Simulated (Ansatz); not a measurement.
Molecule (SMILES): [GeH2] (GeH2) (closed-shell singlet).
Atoms: Ge1, H2, H3. Bonds: Ge1-H2, Ge1-H3.

Basis-set convergence of the highest harmonic wavenumber at MP2 with Ansatz (a quantum-chemistry and plane-wave program). Each level at its own minimum, finite differences of forces, unscaled; the reference is a large set that could be run, not a limit. Cartesian d functions, on some or all atoms, in 6-31G*; all else is spherical. Cores are frozen (with 3d on Ga to Br). A restricted Hartree-Fock determinant is unstable towards unrestricted orbitals. No added dispersion term, no relativity. Reference: the value in def2-QZVPP, 1994 cm⁻¹, itself unsure by roughly 5 cm⁻¹ (its mean distance from cc-pVQZ, aug-cc-pVTZ, def2-TZVPPD). Deviations are taken from unrounded values. Cost is core time over that of cc-pVDZ, rough, on shared machines of one kind.

| basis | functions | highest harmonic wavenumber (cm⁻¹) | minus reference (cm⁻¹) | cost |
|---|---|---|---|---|
| cc-pVDZ | 37 | 1994 | 0 | 1× |
| 6-31G* | 39 | 1973 | -21 | 1× |
| def2-SVP | 42 | 2017 | 23 | 0.8× |
| aug-cc-pVDZ | 54 | 1969 | -25 | 2× |
| 6-311G** | 56 | 2000 | 6 | 1× |
| def2-TZVP | 60 | 2006 | 13 | 1× |
| cc-pVTZ | 71 | 1992 | -2 | 2× |
| pcseg-2 | 71 | 1993 | -1 | 2× |
| def2-TZVPP | 76 | 1990 | -4 | 2× |
| def2-TZVPPD | 88 | 1989 | -5 | 3× |
| aug-cc-pVTZ | 105 | 1983 | -11 | 4× |
| cc-pVQZ | 128 | 1995 | 1 | 8× |
| def2-QZVPP | 149 | 1994 | 0 | 10× |
